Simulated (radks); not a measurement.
All-electron atom: the indium ion In4+ in [Kr] 4d9.

All-electron calculation, scalar-relativistic Kohn-Sham, SCAN, spin-polarised, spherical densities, finite nucleus; open shells are filled with parallel spins first (spin-orbit coupling, left out, can overturn this in heavy ions); meta-GGA in the generalised Kohn-Sham scheme; Fermi nuclear charge, rms radius 4.6156 fm. Program: a radial shooting solver on a logarithmic mesh with Libxc functionals.

Energy parts (hartree):
part                        energy
total                  -5878.69570
kinetic                 6127.61043
electron-nucleus      -14133.34161
Hartree                 2286.09535
exchange-correlation    -159.05986

Orbitals (lengths in bohr, moments of r in powers of bohr; <r^-3> diverges for s and p1/2; r(max) is where P^2 peaks; r(90%) holds 90 % of the orbital's charge):
orbital,occ.,eigenvalue (hartree),r(90%),r(max),<r^-3>,<r^2>
1s up,1,-1023.659,0.0534,0.01922,-,0.001195
1s down,1,-1023.658,0.0534,0.01922,-,0.001195
2s up,1,-155.4127,0.198,0.1085,-,0.01945
2s down,1,-155.4030,0.198,0.1085,-,0.01945
2p up,3,-139.5439,0.183,0.08696,4374,0.01537
2p down,3,-139.5359,0.183,0.08696,4375,0.01537
3s up,1,-31.19702,0.511,0.3149,-,0.1382
3s down,1,-31.19278,0.511,0.3150,-,0.1382
3p up,3,-25.95437,0.521,0.3085,803.8,0.1394
3p down,3,-25.94899,0.521,0.3086,803.6,0.1394
3d up,5,-17.85246,0.511,0.2586,109.9,0.1249
3d down,5,-17.84297,0.511,0.2587,109.9,0.1249
4s up,1,-6.31599,1.22,0.7708,-,0.8084
4s down,1,-6.27279,1.22,0.7703,-,0.8079
4p up,3,-4.73730,1.34,0.8153,140.4,0.9505
4p down,3,-4.69348,1.34,0.8148,140.6,0.9509
4d up,5,-2.42772,1.69,0.9174,13.62,1.426
4d down,4,-2.38606,1.70,0.9172,13.58,1.437

The highest occupied level is 4d down at -64.928 eV. The density falls to 0.001 e/bohr^3 at r = 2.80 bohr. The spin density at the nucleus is -0.7855 e/bohr^3 (1s -0.0642, 2s -0.5108, 3s 0.4730, 4s -0.6833). Spin moment in Bohr magnetons: 1.
